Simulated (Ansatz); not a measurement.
An input meant for C5H8InP⁺, that is In(phosphinine)H3 with one electron fewer (charge 1, doublet; atoms displaced at random, 0.03 Å in each coordinate).

```yaml
crystal:
  periodic: [false, false, false]
  atoms:
    - {symbol: In, position_ang: [1.212473, 1.891090, -2.704554]}
    - {symbol: P, position_ang: [0.237347, 0.397311, -0.534647]}
    - {symbol: C, position_ang: [-1.344574, 0.480734, 0.261254]}
    - {symbol: C, position_ang: [-1.661583, -0.322057, 1.331933]}
    - {symbol: C, position_ang: [-0.819684, -1.338170, 1.928889]}
    - {symbol: C, position_ang: [0.485235, -1.616786, 1.353011]}
    - {symbol: C, position_ang: [1.022481, -0.949450, 0.291402]}
    - {symbol: H, position_ang: [-2.019907, 1.276931, -0.051249]}
    - {symbol: H, position_ang: [-2.569262, -0.232596, 1.849664]}
    - {symbol: H, position_ang: [-1.154121, -1.906910, 2.736244]}
    - {symbol: H, position_ang: [1.029267, -2.438472, 1.871308]}
    - {symbol: H, position_ang: [2.023419, -1.134738, -0.029652]}
    - {symbol: H, position_ang: [2.767549, 1.778828, -2.190323]}
    - {symbol: H, position_ang: [0.252563, 3.314466, -2.213467]}
    - {symbol: H, position_ang: [0.512912, 0.866096, -3.941305]}
basis:
  gaussian: {orbitals: def2-SVPD, final_grid: {core_spheres: 20, valence_spheres: 16, degree: 47}}
total_charge: 1
magnetization: {spin_polarized: true, initial_magnetization: 1}
hamiltonian: {xc: {name: wB97X}}
outputs: {forces: true}
```

```sh
$ ansatz run in.yaml --threads 4 --pin off --events-out ev --progress --plain --max-ram 8704MiB
```

Output, abridged:

```
Error: YAML parse error: error: line 24 column 1: unknown field `outputs`, expected one of crystal, accuracy, basis, kpoints, hamiltonian, magnetization, projection, total_charge, correlation, batch, efield, external_charges, scf, relax, neb, saddle, md, ramp, phonons, dielectric, real_time, elastic, magnetic_configurations, gw, evaluate, workflow, output, checkpoint, execution
22 | magnetization: {spin_polarized: true, initial_magnetization: 1}
23 | hamiltonian: {xc: {name: wB97X}}
24 | outputs: {forces: true}
```

**Question.** Something in this input is off. What?

**Answer.** The input holds a key that doesn't belong there. The program refused the input.
